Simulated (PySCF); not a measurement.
Gas-phase reaction: SnF₃ + 2 H = SnH₂ + 3 F

Energies from PySCF, thermal terms from the rigid-rotor harmonic-oscillator model, ideal gas at 1 bar. † marks an energy on the PBE0/def2-TZVP geometry and frequencies. MP2 and CCSD(T) freeze the core. Open shells (unrestricted): SnF₃ (multiplicity 2), H (multiplicity 2), F (multiplicity 2, electronic degeneracy 6); the rest are closed-shell singlets. Spin-orbit splitting is ignored; it lowers the true energy and changes the entropy of F. B3LYP is the form with VWN-RPA correlation. Sn: scalar-relativistic def2 core potential, no spin-orbit coupling. SnF₃, SnH₂: computed as isolated molecules; such fragments, hydroxides, amides, oligomers or adducts are transient or little studied in the gas. MP2 isn't extrapolated to the basis-set limit; its ΔH°(298 K) is 760.9 kJ in def2-SVP and 807.0 kJ in def2-TZVPP. CCSD(T) isn't extrapolated to the basis-set limit; its ΔH°(298 K) is 632.6 kJ in def2-SVP and 693.0 kJ in def2-TZVPP. The harmonic model lacks anharmonicity and excited electronic states, which grow with temperature; levels with a mode under 35 cm⁻¹ are left out.

```csv
level,"ΔE electronic, kJ","ΔH°(298 K), kJ","ΔS°(298 K), J/K","ΔG°(1200 K), kJ"
B3LYP/def2-TZVP†,697,709,166,520
CCSD(T)/def2-TZVPP†,681,693,166,505
HF/def2-TZVP†,436,448,166,259
M06-2X/def2-TZVP†,770,781,166,593
MP2/def2-SVP†,749,761,166,572
MP2/def2-TZVPP†,795,807,166,619
PBE/def2-TZVP†,800,812,166,624
ωB97M-V/def2-TZVP†,721,733,166,545
ωB97X-V/def2-TZVP†,729,741,166,552
```
ΔH° is lowest at HF/def2-TZVP† and highest at PBE/def2-TZVP†. No reference value is set beside these.
